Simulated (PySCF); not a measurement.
# Br: ionisation energy

Br [Ar] 3d10 4s2 4p5 (2P) → Br⁺ [Ar] 3d10 4s2 4p4 (3P), as a difference of total energies. All numbers are calculated (PySCF 2.14, scalar relativity through the core potential, in aug-cc-pwCVDZ-PP with ECP10MDF). Correlated levels: valence and next inner shell: nothing frozen outside the core potential. The calculations carry no spin-orbit coupling.

```
                                method  ionisation energy (eV)  error (eV)
                                   UHF                  10.741      -1.103
    MP2 (valence and next inner shell)                  11.470      -0.374
SCS-MP2 (valence and next inner shell)                  11.428      -0.416
   CCSD (valence and next inner shell)                  11.400      -0.444
CCSD(T) (valence and next inner shell)                  11.428      -0.416
```

Reference: 11.844 eV (measured; NIST levels, between the centres of gravity of the two terms).

Errors of the correlated levels include the incompleteness of this basis.
